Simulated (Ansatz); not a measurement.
Reactions of CH5AlBNS, SMILES `C[NH][Al]1[BH][S]1`.

Gas-phase electronic energies from Ansatz, PBE0-D4/def2-TZVP geometries. CCSD(T)/CBS is the MP2 limit (def2-TZVPP, def2-QZVPP) plus CCSD(T) − MP2 in def2-TZVPP, frozen cores. This one scheme is used for every species, atoms too. Functionals use def2-TZVPP. No spin–orbit coupling; open shells (•) take unrestricted orbitals. Spin–orbit coupling would lower the free atoms: a little for Al, B, C, S. For Ga outer-core shells are correlated without core-valence functions, so the limit isn't a true one: a few kJ/mol of doubt a bond, and 10 to 20 or more in all where bonds break to atoms. Scalar relativity is left out up to krypton. One conformer a species, not always the lowest.

```json
{"reaction": "`C[NH][Al]1[BH][S]1` + CH₄ → `[CH3][Al]1[BH][S]1` + CH₃NH₂", "ωB97X-V (eV)": "0.83"}
{"reaction": "`C[NH][Al]1[BH][S]1` → `[BH2][Al]([SH])[CH]=N`", "ωB97X-V (eV)": "1.89"}
{"reaction": "`C[NH][Al]1[BH][S]1` → `SC[B]1[NH][AlH]1`", "ωB97X-V (eV)": "0.88"}
{"reaction": "`C[NH][Al]1[BH][S]1` → Al• + B• + C• + 5 H• + N• + S•", "ωB97X-V (eV)": "36.75"}
{"reaction": "`C[NH][Al]1[BH][S]1` + `[CH3][Ga]([Cl])[Cl]` → `[CH3][Al]1[BH][S]1` + `C[NH][Ga]([Cl])[Cl]`", "ωB97X-V (eV)": "0.35"}
```

Q: Give the CCSD(T)/CBS values in the same order. (Estimate.)

A: Ansatz gave: 0.84, 1.93, 0.92, 36.48, 0.35 eV.

Largest T1 diagnostic: 0.018, for Al•.
